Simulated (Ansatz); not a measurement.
A run on `C[B-](Cl)(Cl)[OH+][SiH3]` with other settings.

```yaml
crystal:
  periodic: [false, false, false]
  atoms:
    - {symbol: C, position_ang: [-1.594288, 0.296790, 1.265946]}
    - {symbol: B, position_ang: [-0.734601, -0.488659, 0.204864]}
    - {symbol: Cl, position_ang: [0.382342, -1.781045, 0.906657]}
    - {symbol: Cl, position_ang: [-1.675611, -1.093777, -1.256256]}
    - {symbol: O, position_ang: [0.347839, 0.534479, -0.434444]}
    - {symbol: Si, position_ang: [1.918572, 0.015559, -0.940266]}
    - {symbol: H, position_ang: [-2.328476, -0.373823, 1.718106]}
    - {symbol: H, position_ang: [-2.152931, 1.120591, 0.810287]}
    - {symbol: H, position_ang: [-0.972964, 0.701274, 2.069218]}
    - {symbol: H, position_ang: [-0.095868, 1.149025, -1.032360]}
    - {symbol: H, position_ang: [1.839938, -1.234974, -1.711963]}
    - {symbol: H, position_ang: [2.290500, 1.149384, -1.824050]}
    - {symbol: H, position_ang: [2.796048, -0.029624, 0.238963]}
basis:
  gaussian: {orbitals: pcseg-2}
hamiltonian: {xc: {name: B97M-V}}
output: {forces: true}
```

```sh
$ ansatz run in.yaml --threads 4 --pin off --events-out ev --progress --plain --max-ram 11315MiB
```

Output, abridged:

```
Functional definition: B97M-V
1654 factors; their error is unknown
mean field evaluation 1: about -36784.4120 eV, gradient 7.1e1 eV
mean field evaluation 2: about -36766.5962 eV, gradient 1.1e2 eV
mean field evaluation 4: about -36794.8558 eV, gradient 7.4e0 eV
mean field evaluation 8: about -36794.9764 eV, gradient 2.6e-1 eV
mean field evaluation 16: about -36794.9049 eV, gradient 5.1e-4 eV
mean field -36794.90485445 eV, -1352.1878129189 hartree, gradient 4.6e-5 eV, S^2 0.000000; 0 other end points of the search recorded, 0 dependent functions left out
reference -36794.90494050 eV, -1352.1878160810 hartree; 37, 37 occupied and 253, 253 virtual orbitals, 1654 factors
Total energy: -36794.90494050 eV, -1352.1878160810 hartree
Atom 0 at    -1.594288     0.296790     1.265946 Å, force     0.006919    -0.005114    -0.003419 eV/Å
Atom 1 at    -0.734601    -0.488659     0.204864 Å, force    -0.209043     0.008784     0.185519 eV/Å
Atom 2 at     0.382342    -1.781045     0.906657 Å, force    -0.039109    -0.003838     0.046696 eV/Å
Atom 3 at    -1.675611    -1.093777    -1.256256 Å, force     0.009136     0.018674    -0.010354 eV/Å
Atom 4 at     0.347839     0.534479    -0.434444 Å, force     0.060986     0.066280    -0.183103 eV/Å
Atom 5 at     1.918572     0.015559    -0.940266 Å, force     0.027371     0.084591    -0.049214 eV/Å
Atom 6 at    -2.328476    -0.373823     1.718106 Å, force     0.148926     0.154355    -0.088023 eV/Å
Atom 7 at    -2.152931     1.120591     0.810287 Å, force     0.101715    -0.155224     0.103624 eV/Å
Atom 8 at    -0.972964     0.701274     2.069218 Å, force    -0.137694    -0.073739    -0.153107 eV/Å
Atom 9 at    -0.095868     1.149025    -1.032360 Å, force     0.123056    -0.134331     0.140838 eV/Å
Atom 10 at     1.839938    -1.234974    -1.711963 Å, force     0.025493     0.141784     0.082465 eV/Å
Atom 11 at     2.290500     1.149384    -1.824050 Å, force    -0.026188    -0.103676     0.076907 eV/Å
Atom 12 at     2.796048    -0.029624     0.238963 Å, force    -0.091567     0.001453    -0.148829 eV/Å
Dipole moment:     0.513903     0.714879    -0.250965 e Å
```

Hardware: 4 threads of an Arm Neoverse V1 on a shared host. Wall time 20 s, peak host memory 0.57 GiB.
